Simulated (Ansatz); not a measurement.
`N[Si](N)([SiH3])Cl` → `N[SiH](N)Cl` + `[SiH2]`  (silylene loss)

Gas-phase electronic energies from Ansatz, PBE0-D4/def2-TZVP geometries. CBS: MP2 limit from def2 TZ/QZ plus the TZ coupled-cluster correction, frozen cores. This one scheme is used for every species. DFT in def2-TZVPP. HSE06 is defined as in plane-wave codes. Each species was taken in one conformer, which may not be the lowest.

Task: Is it downhill or uphill in electronic energy at CCSD(T)/CBS, and by how much? (An estimate is asked.)

Result: Computed: Uphill: ΔE = +54.9 kcal/mol.

Task: What do these levels give: LDA (SPW92), r2SCANh-D4, r2SCAN0-D4, BHLYP-D4, ωB97X-V, ωB97M-V, HSE06, LC-ωPBE, HF/def2-SVP, SCS-MP2/def2-TZVPP, CCSD/def2-TZVPP, CCSD/CBS(def2)? (Estimate.)

Result: Ansatz gave: LDA (SPW92) 64.5, r2SCANh-D4 60.7, r2SCAN0-D4 60.5, BHLYP-D4 55.9, ωB97X-V 57.6, ωB97M-V 53.0, HSE06 57.7, LC-ωPBE 59.3, HF/def2-SVP 46.6, SCS-MP2/def2-TZVPP 53.4, CCSD/def2-TZVPP 51.5, CCSD/CBS(def2) 53.3 kcal/mol.

Largest T1 diagnostic among the species: 0.014.

From BLYP to BHLYP (50 % exact exchange), in def2-TZVPP and without D4, ΔE moves by +3.7 kcal/mol. In def2-TZVPP, CCSD(T) changes the Hartree–Fock value by +5.8 kcal/mol (the triples alone add +1.6 kcal/mol) and MP2 by +9.3 kcal/mol. At CCSD(T), def2-SVP lies −4.3 kcal/mol from the extrapolated value and def2-TZVPP −1.8 kcal/mol.
